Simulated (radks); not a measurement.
Spherical quantum dot in the effective-mass picture: electrons in a parabolic well V = omega^2 r^2 / 2 with omega unknown, all in effective atomic units (hartree* = m*/eps^2 hartree, bohr* = eps/m* bohr), one dielectric constant everywhere. Calculated with a radial shooting solver with Libxc functionals: non-relativistic Kohn-Sham, r2SCAN, spin-polarised, spherical densities, generalised Kohn-Sham scheme. Levels are named by radial order and angular momentum (1s, 1p, 1d, 2s, ...), and open shells are averaged over m. Each electron was tried in the lowest free levels, single moves between levels near the top were tried too, and the lowest total energy was kept; such a search can miss a lower state. The series stops at N = 10: beyond it a trial failed or the search could not be trusted, so later rows were left out. The values of mu = E(N) - E(N-1) (hartree*) for N = 2 to 10 are 1.4982, 2.4184, 2.7584, 3.1096, 3.5915, 3.8967, 4.2101, 4.9364, 5.2134. Estimate omega.

Answer. omega = 0.621 (effective atomic units). The first electron has mu near 1.5 omega without a central charge, and each new shell adds about omega plus the charging energy.
